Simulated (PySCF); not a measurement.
Constitutional and geometric isomers with formula C2H2F2. Isolated molecules, 0 K electronic values unless said otherwise. Strings in code marks are SMILES.

The numbers are results of PBE-D3(BJ)/def2-TZVP in PySCF, not measurements. Excitations are Tamm–Dancoff values on a coarser integration grid. The basis has no diffuse functions, so Rydberg states are missing or too high.

```
species    LUMO (eV)  S1 excitation (TDA) (eV)  S1 oscillator strength
---------  ---------  ------------------------  ----------------------
`C=C(F)F`      -0.69                      7.66                   0.031
`F/C=C/F`      -0.89                      6.63                   0.000
`F/C=C\F`      -0.76                      6.56                   0.014
```
